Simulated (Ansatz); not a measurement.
```yaml
crystal:
  periodic: [false, false, false]
  atoms:
    - {symbol: C, position_ang: [-1.604148, -0.480763, 1.127367]}
    - {symbol: Ge, position_ang: [1.249876, 0.252453, -0.771701]}
    - {symbol: F, position_ang: [3.899778, -1.092561, 0.380354]}
    - {symbol: F, position_ang: [1.018109, -0.704944, -3.914045]}
    - {symbol: F, position_ang: [2.066017, 3.435078, -0.997105]}
    - {symbol: H, position_ang: [-2.002019, -2.436344, 1.101935]}
    - {symbol: H, position_ang: [-1.384787, 0.284989, 2.890092]}
    - {symbol: H, position_ang: [-3.140799, 0.631689, 0.143906]}
basis:
  gaussian: {orbitals: def2-SVP}
total_charge: 1
magnetization: {spin_polarized: true, initial_magnetization: 1}
hamiltonian: {xc: {name: PBE}, dispersion: d4}
scf: {lower_state_search: off}
```

```sh
$ ansatz run in.yaml --threads 4 --pin off --events-out ev --progress --plain --max-ram 10444MiB
```

Output, abridged:

```
Functional definition: PBE
1127 factors; their error is unknown
mean field evaluation 1: about -65645.5314 eV, gradient 9.0e1 eV
mean field evaluation 2: about -64377.9178 eV, gradient 2.6e2 eV
mean field evaluation 4: about -64787.6312 eV, gradient 2.1e2 eV
mean field evaluation 8: about -65689.5843 eV, gradient 3.8e0 eV
mean field evaluation 16: about -65691.8665 eV, gradient 1.6e0 eV
mean field evaluation 32: about -65691.9889 eV, gradient 4.6e-1 eV
mean field -65691.99036695 eV, -2414.1361183552 hartree, gradient 3.8e-6 eV, S^2 1.947056; 0 other end points of the search recorded, 0 dependent functions left out
reference -65691.99040175 eV, -2414.1361196341 hartree; 34, 33 occupied and 69, 70 virtual orbitals, 1127 factors
Total energy: -65692.08195276 eV, -2414.1394840716 hartree
Checks for a lower state left out: stability, starts, cluster_reference, orbital_swaps, neighbouring_geometries, increment
```

In this input the coordinates are in bohr but typed as ångström. Self-consistency was reached. The result belongs to that input, not to the molecule as meant.
